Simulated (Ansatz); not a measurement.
Consider the cleavage of the Si–B bond: `FB[SiH2]S` + `C[SeH]` → `C[Se][SiH2]S` + `BF`.

Calculated with Ansatz (gas phase, PBE0-D4/def2-TZVP geometries, no zero-point term in ΔE). CCSD(T)/CBS is the MP2 limit (def2-TZVPP, def2-QZVPP) plus CCSD(T) − MP2 in def2-TZVPP, frozen cores. This one scheme is used for every species. Functionals use def2-TZVPP. B3LYP here is the variant with VWN-RPA as its local correlation; programs differ in this. For Se outer-core shells are correlated without core-valence functions, which leaves a few kJ/mol of doubt a bond. Scalar relativity is left out up to krypton. One conformer a species, not always the lowest.

`FB[SiH2]S`:

Cartesian coordinates in Å:
```
F 1.108 1.209 1.533
B 1.023 0.891 0.252
Si -0.692 0.088 -0.476
S -0.412 -2.036 -0.253
H 2.025 1.015 -0.400
H -1.935 0.546 0.202
H -0.828 0.279 -1.943
H -0.287 -1.991 1.085
```

`C[SeH]`:

```xyz
6

C     0.000   -0.545    0.039
Se   -0.675    1.251    0.381
H    -0.017   -0.763   -1.027
H    -0.678   -1.223    0.556
H     1.002   -0.660    0.443
H     0.367    1.939   -0.392
```

`C[Se][SiH2]S`:

Z-matrix (Å, degrees):
```
C
Se 1 1.957
H 1 1.088 2 109.7
H 1 1.088 2 106.5 3 -118.9
H 1 1.088 2 110.1 3 122.1
Si 2 2.261 1 97.0 3 -52.5
S 6 2.138 2 113.4 1 56.8
H 6 1.484 2 112.4 1 -59.3
H 6 1.483 2 105.0 1 -179.9
H 7 1.344 6 94.4 2 57.6
```

`BF`:

```xyz
4

B    -0.028   -0.017   -0.037
F     0.709    0.441    0.953
H    -1.157   -0.333    0.206
H     0.476   -0.090   -1.121
```

| level | ΔE (kJ/mol) | difference from CCSD(T)/CBS |
| --- | --- | --- |
| r2SCAN-D4 | -94.6 | 6.1 |
| PBE0-D4 | -94.0 | 6.7 |
| B3LYP-D4 | -95.6 | 5.1 |
| ωB97X-V | -93.0 | 7.7 |
| ωB97M-V | -98.0 | 2.7 |
| PBE | -83.6 | 17.1 |
| CCSD/def2-TZVPP | -93.6 | 7.1 |
| CCSD(T)/def2-TZVPP | -95.3 | 5.4 |
| HF/def2-QZVPP | -94.9 | 5.8 |
| MP2/def2-QZVPP | -112.5 | -11.8 |
| CCSD(T)/CBS | -100.7 | 0 |

Largest T1 diagnostic among the species: 0.014.

The D4 term adds −8.9 kJ/mol with B3LYP and −4.9 kJ/mol with PBE0; it sums over pairs of atoms, weighted by their polarisabilities, and B3LYP, whose exchange is more repulsive, gets the larger term. From PBE to PBE0 (25 % exact exchange), in def2-TZVPP and without D4, ΔE moves by −5.4 kJ/mol.
